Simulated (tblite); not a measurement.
Compound: C5H6ClFO (charge +1 and doublet state).
Numbering: `[F:1][CH+:2][CH:3][CH2:4][O:5]/[CH:6]=[CH:7]/[Cl:8]` (hydrogens: H9 on C2; H10 on C3; H11, H12 on C4; H13 on C6; H14 on C7)

Geometry (GFN2-xTB, Å), atoms numbered from 1 in this order:
```xyz
14
C5H6ClFO angstrom
F     -3.2983    0.2786   -0.4731
C     -2.8691    0.3665    0.7751
C     -1.5904    0.1383    1.0786
C     -0.5784   -0.2309    0.0444
O      0.7189   -0.2531    0.5898
C      1.7660   -0.0597   -0.1683
C      3.0268   -0.1556    0.3601
Cl     4.3946    0.1001   -0.5644
H     -3.6420    0.6527    1.4737
H     -1.2571    0.2035    2.1012
H     -0.8177   -1.2511   -0.3099
H     -0.6444    0.4246   -0.8361
H      1.6233    0.1819   -1.2204
H      3.1672   -0.3962    1.4071
```

Structure optimised with GFN2-xTB, isolated species. This method treats the open shell by occupation alone, without spin polarisation.

Masses are those of the commonest isotopes; rigid-rotor values at the optimised geometry. The values belong to one conformer with, in the numbering `[F:1][CH+:2][CH:3][CH2:4][O:5]/[CH:6]=[CH:7]/[Cl:8]`, F1–C2–C3–C4 0°, C2–C3–C4–O5 173°, C3–C4–O5–C6 -155°, C4–O5–C6–C7 -176°.

(1) Give the principal moments of inertia and the rotational constants in GHz.

(2) Classify the top.

(3) What does the inertial defect say?

(4) Give the other two planar moments, Paa and Pbb, and the rms extents of the mass along the axes.

Results:

(1) Ia = 52.36, Ib = 1145.36, Ic = 1185.00 u·Å²; 505379 MHz·u·Å²/I gives 9652, 441.2 and 426.5 MHz, that is A = 9.6525, B = 0.4412, C = 0.4265 GHz.

(2) A near-prolate asymmetric top. Ray's parameter κ = (2B − A − C)/(A − C) = -0.997; −1 is the prolate and +1 the oblate limit.

(3) Not planar: Δ = Ic − Ia − Ib = -12.71 u·Å². For a rigid frame Δ = −2 Σ m c², so Σ m c² = 6.36 u·Å² lies off the ab plane: 2.50 from hydrogen and 3.85 from heavier atoms. The atom farthest from that plane is 1.39 Å away.

(4) Paa = Σ m a² = (Ib + Ic − Ia)/2 = 1139.00 and Pbb = Σ m b² = (Ia + Ic − Ib)/2 = 46.00 u·Å². With the mass M = 136.01 u, the rms extents √(P/M) along a, b and c are 2.89, 0.58, 0.22 Å.

For this open shell read J as N, the rotation without spin; fine and hyperfine splittings come on top. Its GFN2-xTB frequencies are all real (lowest 18 cm⁻¹). These are rigid-rotor constants of the computed structure; measured ground-state constants (B0) also hold zero-point vibration.
